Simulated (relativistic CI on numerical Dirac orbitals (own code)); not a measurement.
**How well does a small relativistic CI reproduce Nd2+?**

Method of calculation: Dirac-Coulomb-Breit CI, separate exchange-only KLI orbitals for each configuration, a model potential for QED, valence Slater integrals scaled by 0.85, P86 correlation estimate, and configurations built on the next ion tied to the tabulated ionisation energy (semi-empirical) (own radial code, finite nucleus).

CI space (outside the closed core [Xe]): 4f4, 4f3 5d, 4f3 6s, 4f3 6p, 4f3 6d, 4f3 7s, 4f3 5f, 4f3 6f, 4f2 5d2, 4f2 5d 6s, 4f2 6s2, 4f2 5d 6p, 4f3 7p, 4f2 5d 5f, 4f3 5g, 4f2 6s 6p, 4f2 5f2, 4f3 7d, 4f2 5d 5g, 4f3 6g, 4f2 6p2, 4f2 5f 6s. Levels of other configurations are missing.

| Configuration | Term (tabulated) | J | Measured (cm⁻¹) | Computed | Error | Purity (%) |
| --- | --- | --- | --- | --- | --- | --- |
| 4f4 | 5I | 4 | 0.0 | 0 | 0 | 95 |
| 4f4 | 5I | 5 | 1137.8 | 1048 | -90 | 96 |
| 4f4 | 5I | 6 | 2387.5 | 2209 | -178 | 97 |
| 4f4 | 5I | 7 | 3714.5 | 3455 | -260 | 96 |
| 4f4 | 5I | 8 | 5093.3 | 4759 | -335 | 95 |
| 4f4 | 5F | 2 | 10774.0 | 11797 | 1023 | 92 |
| 4f4 | 5F | 3 | 11424.6 | 12412 | 988 | 93 |
| 4f4 | 5F | 4 | 12181.3 | 13117 | 936 | 89 |
| 4f4 | 5F | 5 | 13210.3 | 14080 | 870 | 90 |
| 4f4 | 3K2 | 6 | 14064.3 | 13920 | -144 | 96 |
| 4f4 | 3K2 | 7 | 15153.8 | 14991 | -163 | 87 |
| 4f3 5d | 5L° | 6 | 15158.2 | 15746 | 588 | 94 |
| 4f3 5d | 5K° | 5 | 15262.4 | 16108 | 845 | 91 |
| 4f4 | 3K2 | 8 | 16459.1 | 16219 | -240 | 80 |
| 4f4 | 3H4 | 5 | 16622.3 | 17251 | 628 | 67 |
| 4f4 | 5G | 4 | 16831.3 | 18195 | 1364 | 69 |
| 4f3 5d | 5K° | 6 | 16938.1 | 17605 | 667 | 95 |
| 4f3 5d | 5L° | 7 | 16952.8 | 17403 | 450 | 97 |
| 4f4 | 5G | 5 | 18313.0 | 19527 | 1214 | 75 |
| 4f3 5d | 5K° | 7 | 18656.3 | 19187 | 531 | 97 |
| 4f3 5d | 5L° | 8 | 18861.1 | 19181 | 320 | 98 |
| 4f3 5d | 5I° | 4 | 18883.7 | 21245 | 2362 | 90 |
| 4f3 5d | 5H° | 3 | 19593.1 | 21704 | 2111 | 87 |
| 4f3 5d | 3I° | 5 | 19616.6 | 21220 | 1604 | 69 |
| 4f3 5d | 5I° | 5 | 20348.7 | 22596 | 2247 | 86 |
| 4f3 5d | 5H° | 4 | 20389.0 | 22259 | 1870 | 55 |
| 4f3 5d | 5K° | 8 | 20410.9 | 20843 | 432 | 97 |
| 4f3 5d | 5L° | 9 | 20859.7 | 21055 | 196 | 99 |
| 4f3 5d | 5G° † | 2 | 21477.3 | 23514 | 2037 | 96 |
| 4f3 5d | 5G° † | 3 | 21479.4 | 23746 | 2267 | 73 |
| 4f3 5d | 5I° | 6 | 21980.5 | 24062 | 2082 | 84 |
| 4f3 5d | 5H° | 5 | 22181.3 | 23847 | 1666 | 68 |
| 4f3 5d | 5K° | 9 | 22197.1 | 22559 | 362 | 96 |
| 4f3 5d | 5L° | 10 | 22932.3 | 23005 | 73 | 99 |
| 4f3 5d | 5G° | 4 | 23010.5 | 25098 | 2087 | 75 |
| 4f3 5d | 3K° | 6 | 23120.1 | 24384 | 1264 | 60 |
| 4f3 5d | 3G° | 3 | 23891.2 | 26458 | 2567 | 67 |
| 4f3 5d | 5H° | 6 | 24058.5 | 25580 | 1522 | 65 |
| 4f3 5d | 3L° | 7 | 24497.2 | 26018 | 1521 | 73 |
| 4f3 5d | 5I° | 8 | 24592.3 | 26624 | 2032 | 83 |
| 4f3 5d | 5G° | 5 | 24878.4 | 26832 | 1953 | 65 |
| 4f3 5d | 3K° | 7 | 25319.6 | 26559 | 1239 | 66 |
| 4f3 5d | 5H° | 7 | 26097.9 | 27494 | 1396 | 62 |
| 4f3 5d | 3G° | 4 | 26140.2 | 28822 | 2682 | 80 |
| 4f3 5d | 5G° | 6 | 26670.5 | 28577 | 1906 | 65 |
| 4f3 5d | 3L° | 8 | 26676.7 | 28043 | 1366 | 86 |
| 4f3 5d | 3K° | 8 | 27441.9 | 28537 | 1095 | 75 |
| 4f3 5d | 5H° | 3 | 27675.0 | 30847 | 3172 | 91 |
| 4f3 5d | 5D° | 3 | 28118.5 | 29854 | 1736 | 70 |
| 4f3 5d | 3G° | 5 | 28440.0 | 31306 | 2866 | 69 |
| 4f3 5d | 5H° | 4 | 28745.3 | 31797 | 3052 | 93 |
| 4f3 5d | 3L° | 9 | 28877.3 | 30256 | 1379 | 94 |
| 4f3 5d | 3K° | 6 | 29643.2 | 32844 | 3201 | 67 |
| 4f3 5d | 5H° | 5 | 30175.7 | 32986 | 2811 | 89 |
| 4f3 5d | 3K° | 7 | 31781.8 | 33734 | 1952 | 62 |
| 4f3 5d | 5F° | 2 | 31888.5 | 35333 | 3445 | 89 |
| 4f3 5d | 5D° | 1 | 32374.4 | 36450 | 4076 | 86 |

Measured levels from Ding et al., The Spectrum and Energy Levels of the Low-lying Configurations of Nd III (preprint, 2023); pairs were made by configuration, J and term (by order where the table uses no LS term), so strongly mixed levels may be paired wrongly.

Mean error by configuration (cm⁻¹): 4f4 401; 4f3 5d 1718. Over the excited levels the mean absolute error is 1429 cm⁻¹ (56 of the 69 excited levels that our extract of the source holds in range could be paired, and the others can miss by more), and the median relative error of those above 1,000 cm⁻¹ is 6.8 %. Some levels of the ground configuration have no partner. † marks terms whose computed intervals miss the measured ones by more than a factor of 2.5, or configurations far off the rest, from wrong mixing, a near crossing or a doubtful label or measurement; they are left out of the means.
